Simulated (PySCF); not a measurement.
Atom-mapped SMILES (the numbers label the heavy atoms): `[CH2:1]=[CH:2][CH2:3][n:4]1[cH:5][n:6][n:7][c:8]1[CH2:9][CH3:10]`. Hydrogens are named by the atom that carries them. Ha(C1) is cis to C3; Hb(C1) is trans to C3.

- PBE0/pcSseg-1 with gauge-including orbitals
- geometry: GFN2-xTB
- run in PySCF 2.14
- averaged over atoms made equivalent by symmetry, fast rotation or ring inversion, no solvent model, one conformer, non-relativistic

Scale: 13C (σ = 186.93 ppm) and 1H (σ = 31.72 ppm) against TMS; NH3 for 15N (σ = 267.73 ppm) (reference shieldings calculated alike).

```json
{"atoms": "H(C10)", "nucleus": "1H", "count": "3", "δ (ppm)": "1.25"}
{"atoms": "C9", "nucleus": "13C", "count": "1", "δ (ppm)": "22.5"}
{"atoms": "C3", "nucleus": "13C", "count": "1", "δ (ppm)": "50.8"}
{"atoms": "H(C3)", "nucleus": "1H", "count": "2", "δ (ppm)": "4.58"}
{"atoms": "C2", "nucleus": "13C", "count": "1", "δ (ppm)": "145.0"}
{"atoms": "H(C9)", "nucleus": "1H", "count": "2", "δ (ppm)": "?"}
{"atoms": "Ha(C1)", "nucleus": "1H", "count": "1", "δ (ppm)": "?"}
{"atoms": "C5", "nucleus": "13C", "count": "1", "δ (ppm)": "145.9"}
{"atoms": "H(C5)", "nucleus": "1H", "count": "1", "δ (ppm)": "?"}
{"atoms": "Hb(C1)", "nucleus": "1H", "count": "1", "δ (ppm)": "5.51"}
{"atoms": "C10", "nucleus": "13C", "count": "1", "δ (ppm)": "?"}
{"atoms": "C8", "nucleus": "13C", "count": "1", "δ (ppm)": "?"}
{"atoms": "N6", "nucleus": "15N", "count": "1", "δ (ppm)": "365.9"}
{"atoms": "H(C2)", "nucleus": "1H", "count": "1", "δ (ppm)": "6.04"}
{"atoms": "N7", "nucleus": "15N", "count": "1", "δ (ppm)": "363.2"}
{"atoms": "C1", "nucleus": "13C", "count": "1", "δ (ppm)": "124.6"}
{"atoms": "N4", "nucleus": "15N", "count": "1", "δ (ppm)": "195.2"}
```

Question: Fill in the missing shifts.

Answer: 
- C8: 158.7 ppm, substituted aromatic carbon next to a ring nitrogen
- C10: 16.7 ppm, methyl carbon; saturated and bonded to C and H only
- H(C5): 7.69 ppm, hydrogen on an aromatic CH between two ring heteroatoms; aromatic region
- Ha(C1): 5.67 ppm, hydrogen on a terminal =CH2 carbon; olefinic region
- H(C9): 2.92 ppm, hydrogen on an sp3 CH2 on an aromatic ring; benzylic-type position, deshielded by the ring

Shifts are as computed. Against solution values, carbons near 30 ppm lie about +3 ppm off and those near 130 ppm about +5 ppm. Of 1211 compounds with measured shifts, 218 miss one by over three times the rms of a fit or turn the order of signals round; such compounds aren't used in these exercises. Experimental scales use liquid or dissolved standards, which lie at an offset from isolated NH3 (liquid NH3: subtract about 20 ppm). Unscaled 15N shifts of sp2 nitrogen come out 20 to 40 ppm too high even then.
